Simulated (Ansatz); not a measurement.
Basis-set series for C3BN3O3 (`O=C=NB(N=C=O)N=C=O`). Charge 0, multiplicity 1. The geometry is a stationary point of PBE0-D4/def2-TZVP. It is one conformer, not always the lowest.

```xyz
10

O     2.565    0.125    2.555
C     1.884    0.192    1.620
N     1.251    0.311    0.604
B    -0.001    0.000    0.000
N    -0.988   -0.715    0.736
C    -2.099   -1.171    0.661
O    -3.158   -1.639    0.678
N    -0.265    0.405   -1.339
C     0.215    0.979   -2.281
O     0.596    1.514   -3.235
```

```tsv
functional	basis	functions	energy (Eh)	HOMO (eV)	LUMO (eV)
PBE0-D4	def2-TZVPP	310	-528.87467	-9.16	-1.92
PBE0-D4	def2-QZVPP	570	-528.90145	-9.19	-1.96
ωB97M-V	def2-TZVPP	310	-529.32575	-11.41	0.17
ωB97M-V	def2-QZVPP	570	-529.34992	-11.44	0.13
```

(1) Give the rows for def2-SVP. (Best estimate.)

## Answers

(1) The calculation gave: 
| functional | basis | functions | energy (Eh) | HOMO (eV) | LUMO (eV) |
| --- | --- | --- | --- | --- | --- |
| PBE0-D4 | def2-SVP | 140 | -528.27546 | -9.02 | -1.80 |
| ωB97M-V | def2-SVP | 140 | -528.71122 | -11.22 | 0.32 |

Positive LUMOs are unbound and depend on the basis.

Program: Ansatz 0.2.0.
